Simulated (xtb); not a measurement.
C4H6BF, SMILES C#CB(F)CC. All values are semi-empirical tight-binding results from xtb (GFN2-xTB unless named), good for trends rather than for accurate numbers. The structure is a stationary point at GFN2-xTB. This is a generated structure with no PubChem entry under its InChIKey; it may be hypothetical. Other conformers were not sampled.

Optimised geometry:

Bond lengths (Å): C1–C2 1.204, C1–H7 1.052, C2–B3 1.517, B3–F4 1.327, B3–C5 1.584, C5–C6 1.528, C5–H8 1.095, C5–H9 1.095, C6–H10 1.087, C6–H11 1.088, C6–H12 1.087. Angles (°): C2–C1–H7 179.8, C1–C2–B3 178.9, C2–B3–F4 118.4, C2–B3–C5 123.4, F4–B3–C5 118.1, B3–C5–C6 115.9, B3–C5–H8 108.2, B3–C5–H9 108.7, C6–C5–H8 109.1, C6–C5–H9 109.3, H8–C5–H9 105.0, C5–C6–H10 110.5, C5–C6–H11 110.8, C5–C6–H12 110.5, H10–C6–H11 108.4, H10–C6–H12 108.0, H11–C6–H12 108.5.

```
Item                                            Value
--------------------------------------  -------------
orbital gap                                   4.05 eV
dipole moment                                  1.53 D
zero-point energy                       56.1 kcal/mol
G − E(el) at 298.15 K (modified RRHO)   36.3 kcal/mol
static polarisability (D4 model)           58.0 bohr³
solvation energy, GFN2-xTB/ALPB(water)  -1.8 kcal/mol
solvation energy, GFN2-xTB/ALPB(ether)  -5.4 kcal/mol
```

Task: Give the IR lines (harmonic; lines under 4 % of the strongest left out, lines within 3 cm⁻¹ merged). (Estimate from the structure and the level; the computed values follow.)

Result: ν (cm⁻¹): 378 (w), 433 (w), 678 (w), 744 (s), 971 (w), 997 (m), 1140 (s), 1236 (vs), 1318 (m), 1455 (w), 2207 (m), 2938 (w), 2963 (w), 3026 (m), 3037 (m), 3044 (w) (against the strongest line: vs over 80 %, s over 45 %, m over 15 %, w over 4 %, vw less)

Task: Give the atomic charges and the Wiberg bond orders between heavy atoms. (The exact figures need the calculation; the answer reports its results.)

Result: charges (e) C1 -0.07, C2 -0.09, B3 0.38, F4 -0.27, C5 -0.14, C6 -0.11, H7 0.08, H8 0.05, H9 0.05, H10 0.03, H11 0.04, H12 0.03. Bond orders C1–C2 2.87, C2–B3 1.04, B3–F4 1.09, B3–C5 1.01, C5–C6 1.02.
